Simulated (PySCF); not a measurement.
Isomers of C7H18P2. Level of theory: PBE0-D3(BJ)/def2-SVP geometry optimisation, gas phase (PySCF 2.14.0). Energies are electronic, without zero-point or thermal terms, for one conformer each. No frequencies were run at this level. Point groups hold within 0.08 Å.

Task: Rank from lowest to highest electronic energy at this level (kJ/mol).
A. `[CH3:1][CH2:2][P:3]([CH2:4][CH2:5][PH2:6])[CH:7]([CH3:8])[CH3:9]` with C1–C2–P3–C4 160°, C2–P3–C4–C5 -82°, P3–C4–C5–P6 -176°, C4–C5–P6–H -76° and -170°, C2–P3–C7–C8 61°
B. `[CH3:1][CH:2]=[P@@:3]([CH3:4])([PH2:5])[C:6]([CH3:7])([CH3:8])[CH3:9]` with C2–P3–P5–H 33° and -60°
C. `[CH3:1][P:2]([CH2:3][CH2:4][PH2:5])[C:6]([CH3:7])([CH3:8])[CH3:9]` with C1–P2–C3–C4 -62°, P2–C3–C4–P5 -45°, C3–C4–P5–H -158° and -63°

Result: C (0.0), A (6.5), B (107.1).

Neighbours under 10 kJ/mol apart (CP(CCP)C(C)(C)C and CCP(CCP)C(C)C) can change places with a better method, another conformer or zero-point energy.

```
                SMILES      E (Eh)  E rel (kJ/mol)  dipole (D)  point group       A, B, C (MHz)
       CP(CCP)C(C)(C)C  -959.29881             0.0        2.17           C1  2076, 598.1, 577.8
         CCP(CCP)C(C)C  -959.29633             6.5        1.59           C1  1578, 548.3, 432.3
CC=[P@@](C)(P)C(C)(C)C  -959.25802           107.1        1.62           C1  1220, 989.5, 769.0
```

Task: How do the relative energies change in single points at PBE0/pcSseg-1 (no added dispersion term) on the same geometries?

Result: 
```
                SMILES  PBE0-D3(BJ)/def2-SVP (kJ/mol)  PBE0/pcSseg-1 (kJ/mol)  shift
       CP(CCP)C(C)(C)C                            0.0                     0.1   +0.1
         CCP(CCP)C(C)C                            6.5                     0.0   -6.5
CC=[P@@](C)(P)C(C)(C)C                          107.1                   110.1   +3.0
```

Each column counts from its own lowest isomer. CCP(CCP)C(C)C becomes the lowest; the largest shift is 6.5 kJ/mol.
